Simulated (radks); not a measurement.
The mean radii <r> (bohr) of the occupied orbitals of an atom or ion are listed with their occupations. Method: Dirac Kohn-Sham, PBE, spin-unpolarised, spherical densities, finite nucleus; Fermi nuclear charge, rms radius of each element as measured or else 0.836 A^(1/3) + 0.57 fm; computed with a radial shooting solver on a logarithmic mesh with Libxc functionals.

orbital  occ.      <r>
1s1/2       2  0.02315
2s1/2       2  0.09610
2p1/2       2  0.08019
2p3/2       3  0.08630

Name the element and its charge. Open shells, if any, fill j = l - 1/2 first.

Answer. Z = 61, promethium, charge +52: Pm52+ in [He] 2s2 2p5. The 1s radius gives Z: for a bare nucleus <r> = (2 gamma + 1)/(2Z) with gamma = sqrt(1 - (Z/c)^2), 0.02288 bohr for Z = 61, and screening makes it slightly larger (0.02315 here). The occupations add up to 9, and the charge is Z minus that.
